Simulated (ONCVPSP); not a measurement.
zinc (Zn): variants of one ONCV potential

Base potential:

| Item | Value |
| --- | --- |
| Element | zinc (Zn) |
| Generator | ONCVPSP 4.0.1 |
| Type | optimised norm-conserving Vanderbilt (ONCV) |
| Functional | PBEsol |
| Relativity | scalar-relativistic |
| Frozen core | [Ar] 3d10 |
| Valence charge | 2 |
| Reference configuration | 4s1.5 4p0.5 |
| Partial waves | 4s: rc 1.95 bohr, ncon 4, nbas 9, qcut 3.9 1/bohr, 1 projector; 4p: rc 2.85 bohr, ncon 4, nbas 8, qcut 2.6 1/bohr, 2 projectors, debl 0.4 Ha |
| Local potential | polynomial inside 1.50 bohr (lpopt 5, dvloc0 4 Ha) |
| Core correction | Teter function, fcfact 2.75, rcfact 1.1 |

All-electron outer shells of the reference configuration (PBEsol, scalar-relativistic, ld1.x):

```csv
shell,level (eV),outermost node (bohr),outermost maximum (bohr)
3p,-84.44,0.25,0.59
3d,-11.33,–,0.57
4s,-6.76,0.85,2.06
4p,-1.63,0.92,2.96
```

Cutoffs, loose and tight: the cutoffs (Ha) at which the residual kinetic energy of the hardest occupied pseudo-wave falls to 1 and 0.1 mHa per electron. They do not see the model core or the augmentation charge, which bear on the density cutoff. Test errors are all-electron minus pseudo excitation energies from the reference, over the configurations 4s2 4p0; 4s1 4p0; 4s1.5 4p0; 4s0 4p1. A dash means not determined; rows that change the core or the reference have their own tests. The largest error is taken over the tests solved by every variant that gives reliable tests at all: 4s1 4p0; 4s1.5 4p0; 4s2 4p0.

A true bound ghost makes a file unfit for plane-wave use even where its test errors are small: the radial tests pick states by their node count and pass the ghost by.

```tsv
change	outcome	cutoff, loose	cutoff, tight	bound ghosts	GHOST(+) flags above zero	largest test error (meV)
base	generated	6.1 Ha	9.9 Ha	none	none	-6.4
local potential polynomial inside 1.50 bohr (lpopt 5, dvloc0 -2.5 Ha)	generated	6.1 Ha	9.9 Ha	s	none	-10
local potential polynomial inside 1.50 bohr (lpopt 5, dvloc0 0 Ha)	generated	6.1 Ha	9.9 Ha	none	s	-4.9
local potential polynomial inside 1.50 bohr (lpopt 5, dvloc0 2 Ha)	generated	6.1 Ha	9.9 Ha	none	s	-6.0
local potential polynomial inside 1.50 bohr (lpopt 5, dvloc0 3.5 Ha)	generated	6.1 Ha	9.9 Ha	none	none	-6.3
local potential polynomial inside 1.50 bohr (lpopt 5, dvloc0 6 Ha)	generated	6.1 Ha	9.9 Ha	none	none	-6.6
local potential polynomial inside 1.50 bohr (lpopt 5, dvloc0 7 Ha)	generated	6.1 Ha	9.9 Ha	none	none	-6.7
local potential polynomial inside 1.50 bohr (lpopt 5, dvloc0 9.5 Ha)	generated	6.1 Ha	9.9 Ha	none	p	-7.1
```

Reading the sweep of the dvloc0 (base included, trends over the rows without a ghost): The loose cutoff stays near 6.1 Ha. The median size of the test errors (rows with all tests solved) stays near 5.6 meV. Bound ghosts are found at -2.5 Ha.
